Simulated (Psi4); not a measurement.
F5Sb, charge +1, doublet, geometry from GFN2-xTB (a state made from the parent by changing its charge; the spin is typed, not shown lowest) (core potentials on Sb), with bond 3-1 at 1.6 times its length; PBE0/def2-SVP in Psi4.

Input for Psi4:
```
memory 2 GB

molecule mol {
1 2
  Sb    0.009643   -0.003026   -0.014232
  F     1.003924   -0.641410    1.577068
  F    -2.523332    1.442489   -1.260731
  F     0.602389    1.821425    0.485191
  F     1.085255   -0.500532   -1.486420
  F    -1.172746   -1.562758    0.298105
}

set basis def2-svp
set reference uks
set basis_guess sto-3g

energy('pbe0')
print_variables()
```

Task: What does Psi4 print? Leave out banner, timings and long lists.

Result: 
```
  //>>>>>>>>>>>>>>>>>>>>>>>>>>>>>>>>>>>//
  //      Guess SCF, STO-3G Basis      //
  //<<<<<<<<<<<<<<<<<<<<<<<<<<<<<<<<<<<//

   => Loading Basis Set <=

    Name: STO-3G
    Role: ORBITAL
    Keyword: BASIS

         ---------------------------------------------------------
                           SCF Castup computation
         ---------------------------------------------------------
                                   SCF
               by Justin Turney, Rob Parrish, Andy Simmonett
                          and Daniel G. A. Smith
                              UKS Reference
         ---------------------------------------------------------

  ==> Geometry <==

    Molecular point group: c1
    Full point group: C1

    Geometry (in Angstrom), charge = 1, multiplicity = 2:

       Center              X                  Y                   Z               Mass
    ------------   -----------------  -----------------  -----------------  -----------------
         SB           0.092637704823    -0.050541128917     0.027774547826   120.903812000000
         F            1.086918704823    -0.688925128917     1.619074547826    18.998403162730
         F           -2.440337295177     1.394973871083    -1.218724452174    18.998403162730
         F            0.685383704823     1.773909871083     0.527197547826    18.998403162730
         F            1.168249704823    -0.548047128917    -1.444413452174    18.998403162730
         F           -1.089751295177    -1.610273128917     0.340111547826    18.998403162730

  Running in c1 symmetry.

  Rotational constants: A =      0.07347  B =      0.04939  C =      0.04324 [cm^-1]
  Rotational constants: A =   2202.46223  B =   1480.67876  C =   1296.33527 [MHz]
  Nuclear repulsion =  700.171906297190162

  Charge       = 1
  Multiplicity = 2
  Electrons    = 95
  Nalpha       = 48
  Nbeta        = 47

  ==> Algorithm <==

  SCF Algorithm Type is DF.
  DIIS enabled.
  MOM disabled.
  Fractional occupation disabled.
  Guess Type is SAD.
  Energy threshold   = 1.00e-06
  Density threshold  = 1.00e-06
  Integral threshold = 1.00e-12

  ==> Primary Basis <==

  Basis Set: STO-3G
    Blend: STO-3G
    Number of shells: 26
    Number of basis functions: 52
    Number of Cartesian functions: 54
    Spherical Harmonics?: true
    Max angular momentum: 2

  ==> DFT Potential <==

   => LibXC <=

    Version 7.1.2
    S. Lehtola, C. Steigemann, M. J. T. Oliveira, and M. A. L. Marques,  SoftwareX 7, 1–5 (2018) (10.1016/j.softx.2017.11.002)

   => Composite Functional: PBE0 <=

    PBE0 Hyb-GGA Exchange-Correlation Functional

    C. Adamo and V. Barone,  J. Chem. Phys. 110, 6158 (1999) (10.1063/1.478522)
    M. Ernzerhof and G. E. Scuseria,  J. Chem. Phys. 110, 5029 (1999) (10.1063/1.478401)

    Deriv               =              1
    GGA                 =           TRUE
    Meta                =          FALSE

    Exchange Hybrid     =           TRUE
    MP2 Hybrid          =          FALSE

   => Exchange Functionals <=

    0.7500   Perdew, Burke & Ernzerhof

   => Exact (HF) Exchange <=

    0.2500               HF

   => Correlation Functionals <=

    1.0000   Perdew, Burke & Ernzerhof

   => LibXC Density Thresholds  <==

    XC_HYB_GGA_XC_PBEH:  1.00E-15

   => Molecular Quadrature <=

    Radial Scheme          =       TREUTLER
    Pruning Scheme         =           NONE
    Nuclear Scheme         =       TREUTLER

    Blocking Scheme        =         OCTREE
    BS radius alpha        =              1
    Pruning alpha          =              1
    Radial Points          =             75
    Spherical Points       =            302
    Total Points           =         128683
    Total Blocks           =           1021
    Max Points             =            256
    Max Functions          =             47
    Weights Tolerance      =       1.00E-15

   => Loading Basis Set <=

    Name: (STO-3G AUX)
    Role: JKFIT
    Keyword: DF_BASIS_SCF

  ==> Integral Setup <==

  SCF_SUBTYPE=INCORE selected. In-core MEM_DF algorithm will be used.
  Using in-core AOs.

  ==> MemDFJK: Density-Fitted J/K Matrices <==

    J tasked:                   Yes
    K tasked:                   Yes
    wK tasked:                   No
    Algorithm:                 Core
    Schwarz Cutoff:           1E-12
    Mask sparsity (%):       7.4704
    Fitting Condition:        1E-10

   => Auxiliary Basis Set <=

  Basis Set: (STO-3G AUX)
    Blend: DEF2-UNIVERSAL-JKFIT
    Number of shells: 171
    Number of basis functions: 603
    Number of Cartesian functions: 774
    Spherical Harmonics?: true
    Max angular momentum: 5

  Minimum eigenvalue in the overlap matrix is 3.3552075694E-01.
  Reciprocal condition number of the overlap matrix is 1.9352958860E-01.
    Using symmetric orthogonalization.

  ==> Pre-Iterations <==

  SCF Guess: Superposition of Atomic Densities via on-the-fly atomic UHF (no occupation information).

   -------------------------
    Irrep   Nso     Nmo
   -------------------------
     A         52      52
   -------------------------
    Total      52      52
   -------------------------

  ==> Iterations <==

                           Total Energy        Delta E     RMS |[F,P]|

   @DF-UKS iter SAD: -6863.93723926716302   -6.86394e+03   0.00000e+00
   @DF-UKS iter   1: -6866.36568198825807   -2.42844e+00   5.24759e-03 ADIIS/DIIS
   @DF-UKS iter   2: -6866.34150786822738    2.41741e-02   5.32558e-03 ADIIS/DIIS
   @DF-UKS iter   3: -6866.38479912715866   -4.32913e-02   2.90322e-03 ADIIS/DIIS
   @DF-UKS iter   4: -6866.40521583693499   -2.04167e-02   1.00396e-03 ADIIS/DIIS
   @DF-UKS iter   5: -6866.40741558297032   -2.19975e-03   3.46111e-04 ADIIS/DIIS
   @DF-UKS iter   6: -6866.40767416177459   -2.58579e-04   1.44333e-04 ADIIS/DIIS
   @DF-UKS iter   7: -6866.40773339942461   -5.92377e-05   2.37153e-05 DIIS
   @DF-UKS iter   8: -6866.40773774943045   -4.35001e-06   1.14041e-05 DIIS
[...]
  @DF-UKS Final Energy: -6866.40774122212952
[...]
    Total Energy =                      -6866.4077412221304257

  UHF NO Occupations:
  HONO-2 :   46  A 1.9999687
  HONO-1 :   47  A 1.9956255
  HONO-0 :   48  A 1.0000000
  LUNO+0 :   49  A 0.0043745
  LUNO+1 :   50  A 0.0000313
  LUNO+2 :   51  A 0.0000095
  LUNO+3 :   52  A 0.0000017

Computation Completed

  //>>>>>>>>>>>>>>>>>>>>>>>>>>>>>>>>>>>//
  //                PBE0               //
  //<<<<<<<<<<<<<<<<<<<<<<<<<<<<<<<<<<<//

   => Loading Basis Set <=

    Name: DEF2-SVP
    Role: ORBITAL
    Keyword: BASIS

    !!!  WARNING: ECP capability is in beta. Please check occupations closely.  !!!

         ---------------------------------------------------------
                                   SCF
               by Justin Turney, Rob Parrish, Andy Simmonett
                          and Daniel G. A. Smith
                              UKS Reference
         ---------------------------------------------------------

  ==> Geometry <==

    Molecular point group: c1
    Full point group: C1

    Geometry (in Angstrom), charge = 1, multiplicity = 2:

       Center              X                  Y                   Z               Mass
    ------------   -----------------  -----------------  -----------------  -----------------
         SB           0.092637704823    -0.050541128917     0.027774547826   120.903812000000
         F            1.086918704823    -0.688925128917     1.619074547826    18.998403162730
         F           -2.440337295177     1.394973871083    -1.218724452174    18.998403162730
         F            0.685383704823     1.773909871083     0.527197547826    18.998403162730
         F            1.168249704823    -0.548047128917    -1.444413452174    18.998403162730
         F           -1.089751295177    -1.610273128917     0.340111547826    18.998403162730

  Running in c1 symmetry.

  Rotational constants: A =      0.07347  B =      0.04939  C =      0.04324 [cm^-1]
  Rotational constants: A =   2202.46223  B =   1480.67876  C =   1296.33527 [MHz]
  Nuclear repulsion =  385.730651294346274

  Charge       = 1
  Multiplicity = 2
  Electrons    = 67
  Nalpha       = 34
  Nbeta        = 33

  ==> Algorithm <==

  SCF Algorithm Type is DF.
  DIIS enabled.
  MOM disabled.
  Fractional occupation disabled.
  Guess Type is SAD.
  Energy threshold   = 1.00e-06
  Density threshold  = 1.00e-06
  Integral threshold = 1.00e-12

  ==> Primary Basis <==

  Basis Set: DEF2-SVP
    Blend: DEF2-SVP
    Number of shells: 40
    Number of basis functions: 96
    Number of Cartesian functions: 103
    Spherical Harmonics?: true
    Max angular momentum: 2

  Core potential: DEF2-SVP
    Number of shells: 4
    Number of ECP primitives: 18
    Number of ECP core electrons: 28
    Max angular momentum: 3

  ==> DFT Potential <==

   => LibXC <=

    Version 7.1.2
    S. Lehtola, C. Steigemann, M. J. T. Oliveira, and M. A. L. Marques,  SoftwareX 7, 1–5 (2018) (10.1016/j.softx.2017.11.002)

   => Composite Functional: PBE0 <=

    PBE0 Hyb-GGA Exchange-Correlation Functional

    C. Adamo and V. Barone,  J. Chem. Phys. 110, 6158 (1999) (10.1063/1.478522)
    M. Ernzerhof and G. E. Scuseria,  J. Chem. Phys. 110, 5029 (1999) (10.1063/1.478401)

    Deriv               =              1
    GGA                 =           TRUE
    Meta                =          FALSE

    Exchange Hybrid     =           TRUE
    MP2 Hybrid          =          FALSE

   => Exchange Functionals <=

    0.7500   Perdew, Burke & Ernzerhof

   => Exact (HF) Exchange <=

    0.2500               HF

   => Correlation Functionals <=

    1.0000   Perdew, Burke & Ernzerhof

   => LibXC Density Thresholds  <==

    XC_HYB_GGA_XC_PBEH:  1.00E-15

   => Molecular Quadrature <=

    Radial Scheme          =       TREUTLER
    Pruning Scheme         =           NONE
    Nuclear Scheme         =       TREUTLER

    Blocking Scheme        =         OCTREE
    BS radius alpha        =              1
    Pruning alpha          =              1
    Radial Points          =             75
    Spherical Points       =            302
    Total Points           =         130631
    Total Blocks           =           1040
    Max Points             =            256
    Max Functions          =             92
    Weights Tolerance      =       1.00E-15

   => Loading Basis Set <=

    Name: (DEF2-SVP AUX)
    Role: JKFIT
    Keyword: DF_BASIS_SCF

  Computing basis projection from STO-3G to DEF2-SVP

Traceback (most recent call last):
  File "psi4", line 375, in <module>
  File "<string>", line 28, in <module>
  File "site-packages/psi4/driver/driver.py", line 533, in energy
  File "site-packages/psi4/driver/procrouting/proc.py", line 2760, in run_scf
  File "site-packages/psi4/driver/procrouting/proc.py", line 1992, in scf_helper

psi4.driver.p4util.exceptions.ValidationError: Projecting from basis (STO-3G) with (0) ECP electrons to basis (DEF2-SVP) with (28) ECP electrons will be a disaster. Select a compatible cast-up basis with `set guess_basis YOUR_BASIS_HERE`.

Printing out the relevant lines from the Psithon --> Python processed input file:
    ""","mol")
    core.IO.set_default_namespace("mol")
    core.set_global_option("BASIS", "def2-svp")
    core.set_global_option("REFERENCE", "uks")
    core.set_global_option("BASIS_GUESS", "sto-3g")
--> energy('pbe0')
    print_variables()

!----------------------------------------------------------------------------------!
!                                                                                  !
!  Projecting from basis (STO-3G) with (0) ECP electrons to basis (DEF2-SVP) with  !
!     (28) ECP electrons will be a disaster. Select a compatible cast-up basis     !
!     with `set guess_basis YOUR_BASIS_HERE`.                                      !
!                                                                                  !
!----------------------------------------------------------------------------------!
```

The run crashed.
